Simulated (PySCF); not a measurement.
Species: C₈H₁₀F₂O.
Atom-mapped SMILES: `[CH3:1][CH2:2][C:3]1=[C:4]([CH2:5][F:6])[O:7][CH:8]=[C:9]([F:10])[CH2:11]1` (hydrogens: H12, H13, H14 on C1; H15, H16 on C2; H17, H18 on C5; H19 on C8; H20, H21 on C11)

A GFN2-xTB structure was refined with PBE0-D3(BJ)/def2-SVP geometry optimisation, gas phase in PySCF 2.14.0. Its GFN2-xTB values:

| coordinate | GFN2-xTB |
| --- | --- |
| C1–C2 | 1.531 Å |
| C1–H12 | 1.087 Å |
| C2–C3 | 1.502 Å |
| C2–H15 | 1.093 Å |
| C3=C4 | 1.333 Å |
| C3–C11 | 1.511 Å |
| C4–C5 | 1.505 Å |
| C4–O7 | 1.381 Å |
| C5–F6 | 1.375 Å |
| C5–H17 | 1.094 Å |
| O7–C8 | 1.360 Å |
| C8=C9 | 1.324 Å |
| C8–H19 | 1.078 Å |
| C9–F10 | 1.354 Å |
| C9–C11 | 1.494 Å |
| C11–H20 | 1.097 Å |
| C1–C2–C3 | 111.6° |
| C2–C3–C4 | 123.0° |
| C2–C3–C11 | 115.4° |
| C3–C4–C5 | 125.4° |
| C3–C4–O7 | 124.8° |
| C3–C11–C9 | 109.0° |
| C4–O7–C8 | 116.9° |
| C5–C4–O7 | 109.8° |
| C1–C2–C3–C4 | -96° |
| C3–C4–C5–F6 | 58° |

Question: How do these coordinates change at the PBE0-D3(BJ)/def2-SVP level?

Answer: 
```tsv
coordinate	PBE0-D3(BJ)/def2-SVP (Å or °)	change
C9–F10	1.335	-0.019
C4–O7	1.367	-0.014
C1–H12	1.101	+0.014
C2–H15	1.105	+0.012
C8–H19	1.090	+0.012
C3=C4	1.344	+0.011
C11–H20	1.108	+0.011
C9–C11	1.483	-0.011
C8=C9	1.333	+0.009
C4–C5	1.498	-0.007
C5–H17	1.101	+0.007
C3–C11	1.506	-0.005
C1–C2	1.528	-0.003
O7–C8	1.358	-0.002
C5–F6	1.377	+0.002
C2–C3	1.501	-0.001
C1–C2–C3	112.8	+1.2
C5–C4–O7	110.9	+1.1
C2–C3–C11	116.4	+1.0
C2–C3–C4	122.0	-1.0
C4–O7–C8	117.7	+0.8
C3–C4–C5	124.8	-0.6
C3–C11–C9	109.6	+0.6
C3–C4–O7	124.2	-0.6
C1–C2–C3–C4	-99	-3
C3–C4–C5–F6	61	+3
```

The energy falls by 1.5 kcal/mol over 10 energy and gradient evaluations, the largest force component goes from 0.0206 to 1.2e-04 Eh/bohr, and the atoms move by 0.046 Å rms after alignment. The bond that changes most is C9–F10 (vinylic C–F carbon to vinyl fluorine), which shortens by 0.019 Å. Bonds longer at the end by more than 0.005 Å: 12 of 21; shorter: 4. Rotational constants go from 1707, 786.7, 577.3 to 1687, 793.9, 580.1 MHz.

The run used 204 basis functions and 70 SCF cycles in all.

PBE0-D3(BJ)/def2-SVP frequencies: not computed here. One conformer, not necessarily the lowest.

Conformer computed: `[CH3:1][CH2:2][C:3]1=[C:4]([CH2:5][F:6])[O:7][CH:8]=[C:9]([F:10])[CH2:11]1`: C1–C2–C3–C4 -99°, C3–C4–C5–F6 61°.
